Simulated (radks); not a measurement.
Excited configurations of the selenium ion Se3+: one electron is placed in a higher orbital outside [Ar] 3d10 4s2. The ground configuration is [Ar] 3d10 4s2 4p1. Method: scalar-relativistic Kohn-Sham, PBE, spin-polarised, spherical densities, point nucleus; open shells are filled with parallel spins first; computed with a radial shooting solver on a logarithmic mesh with Libxc functionals. Excitation = E - E(ground); binding = E(ion) - E, where the ion is the core of charge +4; n* = 4/sqrt(2 binding) in atomic units, and the quantum defect is n - n*.

| outer orbital | excitation (eV) | binding (eV) | n* | quantum defect | eigenvalue (eV) | <r> (bohr) |
|---|---|---|---|---|---|---|
| 4d | 17.196 | 25.326 | 2.932 | 1.068 | -21.433 | 2.593 |
| 4f | 28.065 | 14.456 | 3.881 | 0.119 | -12.175 | 4.114 |
| 5p | 22.568 | 19.954 | 3.303 | 1.697 | -17.809 | 4.020 |
| 5d | 28.253 | 14.269 | 3.906 | 1.094 | -12.574 | 5.191 |
| 5f | 32.896 | 9.625 | 4.756 | 0.244 | -8.377 | 7.167 |
| 6s | 28.787 | 13.734 | 3.981 | 2.019 | -12.301 | 6.142 |
| 6d | 33.331 | 9.190 | 4.867 | 1.133 | -8.226 | 8.442 |
| 6f | 35.767 | 6.754 | 5.677 | 0.323 | -5.997 | 10.95 |
| 7s | 33.586 | 8.935 | 4.936 | 2.064 | -8.066 | 9.429 |
| 7p | 34.530 | 7.991 | 5.219 | 1.781 | -7.197 | 10.33 |
| 7d | 36.086 | 6.435 | 5.816 | 1.184 | -5.775 | 12.39 |

The Delta-SCF ionisation energy is 42.521 eV (NIST Atomic Spectra Database: 42.947 eV, measured). Self-interaction in the functional shifts the binding energies and quantum defects, so they are the method's values and not measured ones. Open shells are spherical and high-spin; term and fine-structure splittings are not resolved.
